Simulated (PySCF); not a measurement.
**Deuteron quadrupole couplings in `c1coc([Si@H]2CCCS2)c1`**

Species: C7H10OSSi.
Z-matrix (Å and degrees, GFN2-xTB geometry), rows numbered from 1:
```
C 
C   1  1.3620
O   2  1.3392  1  110.84
C   3  1.3560  2  107.48  1    -0.02
Si  4  1.8653  3  117.18  2   179.03
C   5  1.9102  4  114.92  3    82.31
C   6  1.5268  5  107.08  4    98.93
C   7  1.5179  6  109.55  5    43.72
S   8  1.8308  7  109.77  6   -55.46
C   4  1.3703  3  109.30  2     0.08
H   1  1.0708  2  126.97  3  -179.89
H   2  1.0728  1  131.82  3  -179.81
H   5  1.4632  4  111.73  3   -46.88
H   6  1.0887  5  112.97  4   -23.01
H   6  1.0909  5  109.62  4  -142.41
H   7  1.0931  6  111.19  5   164.73
H   7  1.0922  6  109.69  5   -75.72
H   8  1.0881  7  112.33  6  -173.88
H   8  1.0900  7  111.28  6    63.40
H  10  1.0708  1  127.46  2  -179.63
```

Level: PBE0/pcSseg-1 (PySCF, non-relativistic); Q(2H) = 0.00286 b; rigid geometry, the same for H and D, with no vibrational averaging.

**Question.** Rank these positions by the coupling χzz of a deuteron there, largest first.
A. H15 (methylene hydrogen)
B. H16 (methylene hydrogen)
C. H13 (Si–H hydrogen)
D. H12 (aromatic hydrogen)
E. H11 (aromatic hydrogen)

**Answer.** E (235 kHz), D (228 kHz), A (210 kHz), B (204 kHz), C (109 kHz).

**Question.** Tabulate Vzz, the asymmetry η and χzz = 234.96 MHz × Q × Vzz for every hydrogen position.

**Answer.** 
| atom | bonded to | bond length (Å) | Vzz (au) | η | χzz (kHz) |
| --- | --- | --- | --- | --- | --- |
| H11 | C1 | 1.071 | 0.3502 | 0.06 | 235 |
| H12 | C2 | 1.073 | 0.3395 | 0.10 | 228 |
| H13 | Si5 | 1.463 | 0.1616 | 0.01 | 109 |
| H14 | C6 | 1.089 | 0.3176 | 0.03 | 213 |
| H15 | C6 | 1.091 | 0.3122 | 0.03 | 210 |
| H16 | C7 | 1.093 | 0.3037 | 0.02 | 204 |
| H17 | C7 | 1.092 | 0.3006 | 0.02 | 202 |
| H18 | C8 | 1.088 | 0.3102 | 0.03 | 208 |
| H19 | C8 | 1.090 | 0.3043 | 0.01 | 204 |
| H20 | C10 | 1.071 | 0.3469 | 0.05 | 233 |

**Question.** Average by the element that carries the hydrogen.

**Answer.** on C: 215 kHz over 9 positions, mean bond length 1.084 Å; on Si: 109 kHz over 1 position, mean bond length 1.463 Å.

**Question.** How does χzz go with the bond length over the 9 C–H bonds?

**Answer.** A straight-line fit has a slope of -13.3 kHz for each 0.01 Å, with a correlation coefficient of -0.98, over lengths from 1.071 to 1.093 Å. The longer bonds have the smaller couplings here.

**Question.** Give the 2H NMR doublet splittings at H15 for a magnetic field along the z, y and x axes of the gradient: 3χ/2, 3χ(1 + η)/4, 3χ(1 − η)/4.

**Answer.** With |χ| = 209.8 kHz and η = 0.029: 315, 162 and 153 kHz, to first order and without motion.

Geometry: GFN2-xTB, one conformer, isolated molecule. GFN2-xTB bond lengths can be off by several hundredths of an ångström, more for odd bonds, and the gradients follow them. A larger basis could move these couplings by a tenth or more.
